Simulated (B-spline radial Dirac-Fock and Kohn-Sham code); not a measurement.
Pr⁺ 2s: cross section and angular parameters

System: the Pr⁺ ion, [Xe] 4f3 6s1; threshold 6806.1 eV (orbital energy of the model). Method: Dirac-Hartree-Slater photoionisation with a Latter tail; cross sections with all multipoles, angular parameters from the dipole term and its interference with E2. Computed with a radial finite-basis atomic code.

Input file task.json (cfg lists n, l and occupation; rrms is the nuclear radius in fm):

```json
{"items": [{
  "Z": 59,
  "q": 1,
  "cfg": [[1, 0, 2], [2, 0, 2], [2, 1, 6], [3, 0, 2], [3, 1, 6], [3, 2, 10], [4, 0, 2], [4, 1, 6], [4, 2, 10], [4, 3, 3], [5, 0, 2], [5, 1, 6], [6, 0, 1]],
  "A": 141,
  "rrms": 4.8919,
  "do": "xps",
  "hv": [71.8, 80, 80.9, 101.0, 127.0, 161.0, 179.0, 297.0, 302.0, 675.0, 765.0, 800, 1253.6, 1260.0, 1560.0, 1590.0, 2000, 3140.0, 4760.0, 4950.0, 5414.7, 5450.0, 6000, 7520.0, 8047.8, 8520.0, 8700.0, 10700.0, 11600.0, 12000]
}]}
```

Run with: `python xray2_run.py task.json out`

For linearly polarised light dσ/dΩ = σ/(4π) [1 + β P₂(cos θ) + (δ + γ cos²θ) sin θ cos φ], with θ from the polarisation vector and φ the angle between the beam and the projection of the electron momentum on the plane normal to the polarisation.

```
hν (eV)  σ (kb)      β       γ
   7520    15.5  1.981   0.571
 8047.8       ?      ?       ?
   8520    12.5  1.982   0.114
   8700    12.0  1.983   0.070
  10700    8.22  1.984  -0.105
  11600    7.04  1.984  -0.088
  12000    6.60  1.984  -0.071
```

**Question.** Give the values at Cu Kα (8047.8 eV).

**Answer.** σ = 13.8 kb, β = 1.982, γ = 0.273. For an s subshell δ is negligible.
